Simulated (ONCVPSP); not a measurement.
## Potentials for Os (Z = 76) compared

Generated with ld1.x 7.5 (TM, RRKJ, ultrasoft, PAW), atompaw 4.2 or ONCVPSP 4.0.1. The cutoff is in Ry: for ld1.x and atompaw files where the sum of valence levels is converged to 10 mRy in a Bessel basis, for ONCV files where the hardest occupied wave has 1 mHa per electron of residual kinetic energy. The error is the largest all-electron minus pseudo excitation energy over each file’s own four to seven test configurations (ionisations up to +4, promotions, holes and added fractions of an electron), all of which were solved. The labels leave out finer settings (local radius, basis sizes, second energies), which also bear on the numbers. Spin-polarised tests are not counted. The rows are a selection from randomly drawn settings: files with unsolved tests, undetermined cutoffs or missed reference levels are left out.

A true bound ghost makes a file unfit for plane-wave use even where its test errors are small: the radial tests pick states by their node count and pass the ghost by.

```tsv
potential	cutoff (Ry)	largest error (meV)	bound ghosts
ONCV, PBE, scalar-relativistic, rc 2.25/1.80/2.40 (spd), local smoothed, core correction yes, reference 5p6 5d6 6s2, qcut 2.6/5.9/7.8, projectors 2/2/2	32	-41	s
ONCV, PBE, scalar-relativistic, rc 1.55/1.10/1.80 (spd), local smoothed, core correction yes, reference 5s2 5p6 5d6 6s2, qcut 6/7.2/4.6, projectors 2/1/2	187	+82	none
ONCV, PBE, scalar-relativistic, rc 1.65/2.20/1.45 (spd), local smoothed, core correction yes, reference 5s2 5p6 5d6 6s1.5 6p0.5, qcut 9.3/6.1/7.5, projectors 2/2/2	55	-35	none
ONCV, PBEsol, scalar-relativistic, rc 1.70/1.90/1.95/1.10 (spdf), local smoothed, core correction yes, reference 4f14 5s2 5p6 5d6 6s1, qcut 5.6/8/6.7/15.4, projectors 2/2/2/2	209	+996	s
ONCV, LDA (Perdew-Wang 92), scalar-relativistic, rc 2.60/2.70/2.50 (spd), local smoothed, core correction yes, reference 5d6 6s2, qcut 2.5/3.2/6, projectors 2/2/1	26	+16	none
```

Problem. Fill in the row for Os: ONCV, LDA (Perdew-Wang 92), scalar-relativistic, rc 2.35/2.40/2.40 (spd), local smoothed, core correction no, reference 5d6 6s1.5, qcut 2.2/3.7/7.5, projectors 2/2/2.

Solution. cutoff 32 Ry, largest error +12 meV, bound ghosts: p.

Problem. Fill in the row for Os: ONCV, PBE, scalar-relativistic, rc 1.70/2.15/1.75 (spd), local smoothed, core correction no, reference 5s2 5p6 5d6 6s1.5 6p0.5, qcut 7.4/7.3/4.9, projectors 2/2/2.

Solution. cutoff 61 Ry, largest error -7.8 meV, bound ghosts: none.

Problem. Fill in the row for Os: ONCV, PBE, scalar-relativistic, rc 1.60/1.75/1.85 (spd), local smoothed, core correction yes, reference 5s2 5p6 5d6 6s2, qcut 8.7/8/9.2, projectors 3/2/2.

Solution. cutoff 52 Ry, largest error -30 meV, bound ghosts: none.
